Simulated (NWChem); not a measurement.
Species: SF3 cation; SMILES F[S+](F)F

```xyz
4

F      0.7284    -1.1347    -0.2700
S      0.0000     0.0000     0.4556
F      0.6184     1.1981    -0.2700
F     -1.3468    -0.0635    -0.2700
```
Atoms are numbered in this order, from 1.

All runs: NWChem. Structure relaxed at the PBE0/def2-SVP level.

**Question.** Estimate the computed values for PBE0/def2-SVP. Quantities: highest occupied level (eV); orbital gap (eV).

**Answer.** highest occupied level (eV): -19.38
orbital gap (eV): 10.01
